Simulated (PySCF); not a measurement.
Species: C₇H₁₃NO.
SMILES with atom numbers: `[CH3:1][C:2](=[O:3])[NH:4][CH2:5][CH:6]1[CH2:7][CH2:8][CH2:9]1`

Cartesian coordinates in Å at the GFN2-xTB level; atoms count from 1:
```xyz
22
C7H13NO angstrom
C      3.642    0.269    0.250
C      2.435   -0.624    0.459
O      2.427   -1.576    1.208
N      1.366   -0.270   -0.294
C      0.084   -0.927   -0.190
C     -0.959   -0.036    0.474
C     -1.512    1.131   -0.366
C     -2.941    0.685   -0.024
C     -2.381   -0.615    0.573
H      3.411    1.288    0.553
H      4.469   -0.102    0.847
H      3.929    0.272   -0.799
H      1.406    0.573   -0.843
H     -0.256   -1.220   -1.190
H      0.244   -1.826    0.411
H     -0.578    0.295    1.442
H     -1.235    2.131   -0.039
H     -1.282    1.030   -1.426
H     -3.418    1.322    0.717
H     -3.615    0.566   -0.870
H     -2.723   -0.868    1.574
H     -2.524   -1.478   -0.074
```

Definitions: NICS(0) = −σiso at the ring centroid; NICS(1) = −σiso and NICS(1)zz = −σzz at ±1 Å along the ring normal z. Level: GIAO PBE0/pcSseg-1 (PySCF, non-relativistic, gas phase) on the GFN2-xTB geometry, one conformer.

Ring bond lengths (Å), with Mayer bond orders in brackets: C6–C7 1.541 (0.99), C7–C8 1.536 (1.05), C8–C9 1.536 (1.05), C9–C6 1.539 (1.00).

Problem. Give the NICS values of each ring in ppm.

Solution. 
| ring | type | NICS(0) | NICS(1), two faces | NICS(1)zz, two faces | rms pucker (Å) | centre to ring atoms, mean (Å) |
| --- | --- | --- | --- | --- | --- | --- |
| C6–C7–C8–C9 | 4-membered carbocycle; formal bonds all single | 0.8 | -0.2 / 0.0 | 5.7 / 4.2 | 0.07 | 1.09 |

Problem. What can be read from them?

Solution. 
- C6–C7–C8–C9: mean NICS(1)zz 4.9 ppm, deshielded. C6, C7, C8, C9 have four or more neighbours, so the value isn't read as a sign of a π ring current.

Problem. What field does 11.7 T along the ring normal induce along that normal at the first NICS(1) probe listed for ring C6–C7–C8–C9, 1 Å off the ring?

Solution. NICSzz × B0 = 5.7 ppm × 11.7 T = 67 μT, along the applied field.
